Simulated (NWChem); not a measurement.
System: C₄H₇Cl; SMILES C=C(Cl)CC

Here is an NWChem input.

```
start job
memory heap 200 mb stack 900 mb global 1100 mb
geometry units angstroms noautoz
  C     -1.810234     0.542722    -0.210616
  C     -0.568436     0.173492     0.096302
  Cl     0.747378     1.356077    -0.050641
  C     -0.130827    -1.186458     0.569488
  C      0.777000    -1.932459    -0.421976
  H     -2.054861     1.542533    -0.550743
  H     -2.621206    -0.174476    -0.120157
  H     -1.036693    -1.775030     0.759409
  H      0.388640    -1.079198     1.530792
  H      1.696896    -1.371855    -0.614076
  H      1.053963    -2.912270    -0.018177
  H      0.266749    -2.087505    -1.378702
end
basis spherical
  C library def2-svp
  Cl library def2-svp
  H library def2-svp
end
dft
  xc xcamb88 1.00 lyp 1.0 hfexch 1.00
  cam 0.33 cam_alpha 0.0 cam_beta 1.0
  iterations 150
  mulliken
end
task dft energy
```

Structure relaxed at the B3LYP/6-31G* (spherical d) level.

Task: Give the results of this calculation. (LC-BLYP (range parameter 0.33 per bohr)/def2-SVP.) Quantities: energy (Ha); highest occupied level (eV); orbital gap (eV); dipole (D).

Result: 
```json
{
  "energy (Ha)": "-615.85",
  "highest occupied level (eV)": "-9.45",
  "orbital gap (eV)": "11.77",
  "dipole (D)": "1.51"
}
```
